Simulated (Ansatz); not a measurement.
`[SiH3][SiH2][SiH3]` + `NB(F)F` → `FB(F)N[SiH3]` + `[SiH3][SiH3]` at 298.15 K and 1 bar (cleavage of the Si–Si bond).

Gas-phase electronic energies from Ansatz, PBE0-D4/def2-TZVP geometries. CCSD(T)/CBS is the MP2 limit (def2-TZVPP, def2-QZVPP) plus CCSD(T) − MP2 in def2-TZVPP, frozen cores. One conformer a species, not always the lowest.

```
             species  CCSD(T)/CBS energy (Eh)  H − E (kJ/mol)  S (J/(mol·K))
`[SiH3][SiH2][SiH3]`               -872.02658           195.8          347.4
            `NB(F)F`               -280.46129           110.4          271.7
      `FB(F)N[SiH3]`               -570.75785           156.4          340.4
      `[SiH3][SiH3]`               -581.74359           143.7          274.2
```

H − E and S are ideal-gas, rigid-rotor, harmonic terms from PBE0-D4/def2-TZVP, for one conformer and one mirror image of each species. 1 Eh = 2625.50 kJ/mol, R = 8.31446 J/(mol·K).

Question: By hand: ΔE, ΔH, ΔS and ΔG.

Answer: ΔE = (-570.75785) + (-581.74359) − (-872.02658) − (-280.46129) = -0.01357 Eh = -35.6 kJ/mol. Δ(H − E) = 156.4 + 143.7 − 195.8 − 110.4 = -6.1, so ΔH = -41.7 kJ/mol. ΔS = 340.4 + 274.2 − 347.4 − 271.7 = -4.5 J/(mol·K). ΔG = -41.7 − 298.15 × (-4.5)/1000 = -40.4 kJ/mol.

Question: By hand: the equilibrium constant, and the temperature at which ΔG would vanish if ΔH and ΔS stayed fixed.

Answer: log₁₀ K = −ΔG/(RT ln 10) = 7.1. ΔG = 0 at ΔH/ΔS = 9267 K, far beyond where these terms or the molecules hold.

The number of gas molecules stays the same, so ΔS is small and ΔH decides. A doubt of 5 kJ/mol in ΔE shifts log₁₀ K by 0.9 here. Other conformers and mirror images would add mixing entropy, several J/(mol·K) or more a flexible species. Modes under 60 cm⁻¹, often nearly free rotors, make the harmonic entropy too high. These are equilibria of isolated gas molecules and say nothing of rates. Largest T1 diagnostic: 0.013 (customary marks: 0.02 for closed shells, 0.045 for open ones).
